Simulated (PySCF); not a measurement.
[Yb(H2O)6]3+ at several levels of theory

Computed with PySCF 2.14.0 (density fitting, no spin-orbit coupling) at the geometry relaxed with r2SCAN:

```xyz
19
[Yb(H2O)6]3+ (singlet in the valence; each metal's 4f electrons, 13 of them, lie in its core potential, out of spins and levels)
Yb    0.0000    0.0000    0.0000
O     0.0000    0.0000    2.3083
H     0.5533    0.5332    2.9161
H    -0.5533   -0.5332    2.9161
O     0.0000    0.0000   -2.3083
H     0.5533   -0.5332   -2.9161
H    -0.5533    0.5332   -2.9161
O     2.3017    0.0000    0.0000
H     2.9054   -0.5461    0.5461
H     2.9054    0.5461   -0.5461
O     0.0000    2.3083    0.0000
H     0.5533    2.9161    0.5332
H    -0.5533    2.9161   -0.5332
O    -2.3017    0.0000    0.0000
H    -2.9054    0.5461    0.5461
H    -2.9054   -0.5461   -0.5461
O     0.0000   -2.3083    0.0000
H    -0.5533   -2.9161    0.5332
H     0.5533   -2.9161   -0.5332
```

```json
{"level": "r2SCAN", "basis": "Yb lcecp-1-SVP with ECP59, O def2-SVP, H def2-SVP", "state": "singlet", "HOMO (eV)": "-21.20", "gap (eV)": "7.82", "charge on Yb1 (e)": "1.28", "population of f-type functions on Yb1 (polarisation alone where 4f lies in the core)": "0.04", "dipole about the centre of mass (D)": "0.00", "largest force component (eV/Å)": "0.07"}
{"level": "PBE", "basis": "the same", "state": "singlet", "HOMO (eV)": "-20.71", "gap (eV)": "7.01", "charge on Yb1 (e)": "1.07", "population of f-type functions on Yb1 (polarisation alone where 4f lies in the core)": "0.04", "dipole about the centre of mass (D)": "0.00", "largest force component (eV/Å)": "0.39"}
{"level": "r2SCAN", "basis": "Yb lcecp-1-TZVP with ECP59, O def2-TZVP, H def2-TZVP", "state": "singlet", "HOMO (eV)": "-21.25", "gap (eV)": "7.84", "charge on Yb1 (e)": "1.89", "population of f-type functions on Yb1 (polarisation alone where 4f lies in the core)": "0.06", "dipole about the centre of mass (D)": "0.00", "largest force component (eV/Å)": "0.26"}
```

In the lcecp rows the 4f levels are missing from HOMO and gap, and the state counts the valence alone.

Charges are Mulliken's, which hang on the basis. The relaxation used the grid (50, 194), these runs (75, 302) or, all-electron (x2c bases, spin-free X2C Hamiltonian), (99, 590).

Problem. A further run in the first row's basis gives HOMO (eV) -20.84, gap (eV) 7.38, charge on Yb1 (e) 1.19, population of f-type functions on Yb1 (polarisation alone where 4f lies in the core) 0.04, dipole about the centre of mass (D) 0.00, largest force component (eV/Å) 0.32. Which level was it?
A. revPBE
B. CAM-B3LYP
C. TPSS

Solution. C. The others give HOMO -24.15 eV (CAM-B3LYP); -20.67 eV (revPBE).

In the first row's basis the gap widens with exact exchange: 7.0 to 7.8 eV for PBE, revPBE, TPSS, r2SCAN (none); 12.7 eV for CAM-B3LYP (rising or full at long range).

No frequency check is given that shows the relaxed geometry to be a minimum. An lcecp potential fixes the number of 4f electrons, so in runs with it no electron can move into or out of that shell.
